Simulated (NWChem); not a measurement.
System: HSeOCl; SMILES Cl[Se]O

```xyz
4

Se     0.4126     0.4706     0.0041
Cl    -0.1920    -1.6345     0.0079
O     -1.1584     1.3032     0.0702
H     -1.4970     1.3622    -0.8347
```
Atoms are numbered in this order, from 1.

Program: NWChem. Structure relaxed at the PBE0/def2-SVP level. Vertical excitations in the gas phase; the lowest state need not have the same character in each row.

```tsv
level	lowest excitation, singlet (eV)	oscillator strength of that lowest state	orbital gap (eV)
PBE/aug-cc-pVDZ, full TDDFT	2.85	0.001	2.50
B3LYP/aug-cc-pVDZ, full TDDFT	2.93	0.001	4.16
LDA (Slater exchange, VWN5)/aug-cc-pVDZ, full TDDFT	2.78	0.001	2.39
Hartree-Fock/aug-cc-pVDZ, TDHF	…	0.001	…
```

Question: Some entries are withheld; supply them.

Answer: 
- Hartree-Fock/aug-cc-pVDZ, TDHF, lowest excitation, singlet (eV): 3.42
- Hartree-Fock/aug-cc-pVDZ, TDHF, orbital gap (eV): 10.69
